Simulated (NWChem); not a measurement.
**Correlation energy of H$_{3}$N$_{2}$**

SMILES: [NH]N
```xyz
5

N      0.6511    -0.3566     0.0959
N     -0.5470     0.1891    -0.1233
H      1.3245     0.4159     0.0242
H     -0.7248     1.1746     0.0674
H     -1.3289    -0.4182     0.1002
```
Charge 0, spin multiplicity 2.

The numbers come from NWChem runs, not from measurements. All single points use one geometry, from UPBE0/def2-SVP, a minimum by its harmonic frequencies. It is one conformer; others weren't searched.

Basis set: cc-pVDZ. Each correlation energy counts from its own Hartree-Fock reference.

The correlated methods keep 2 core orbitals frozen. The structure started from a generated list of species. No SCF solution was tested for a lower state. Open-shell Hartree-Fock references start from PBE0 orbitals. Coupled-cluster values serve here as a point of comparison, not as the truth.

Q: One of these methods gave a correlation energy of -352.2 mHa. Which?
A. UMP2
B. CCSD on UHF
C. CCSD(T) on UHF
D. SCS-UMP2

A: C, CCSD(T) on UHF. The others give -343.7 (CCSD on UHF), -312.5 (SCS-UMP2), -317.6 (UMP2).
